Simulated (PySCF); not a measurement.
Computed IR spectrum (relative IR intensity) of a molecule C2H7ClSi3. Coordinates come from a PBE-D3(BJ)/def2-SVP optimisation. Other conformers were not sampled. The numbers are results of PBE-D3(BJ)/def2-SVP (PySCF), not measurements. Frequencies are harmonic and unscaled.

Lines under 2 % of the strongest are left out, and lines within 2 cm⁻¹ are merged.

ν (cm⁻¹): 302 (w), 422 (vw), 476 (w), 502 (w), 523 (m), 562 (m), 575 (w), 619 (vw), 647 (w), 701 (w), 741 (vs), 766 (vs), 865 (m), 889 (s), 947 (w), 1062 (vw), 1373 (w), 1616 (w), 2138 (s), 2143 (s), 2151 (m), 2156 (m), 2174 (s), 3028 (w) (against the strongest line: vs over 80 %, s over 45 %, m over 15 %, w over 4 %, vw less)

Question: Identify the compound among the candidates.
A) C#C[Si@H](Cl)[SiH2][SiH3]
B) C=C1[SiH2][SiH2][Si@H]1Cl
C) C#C[SiH2][Si@H]([SiH3])Cl
D) ClC1=C[SiH2][SiH2][SiH2]1

Answer: B, C=C1[SiH2][SiH2][Si@H]1Cl
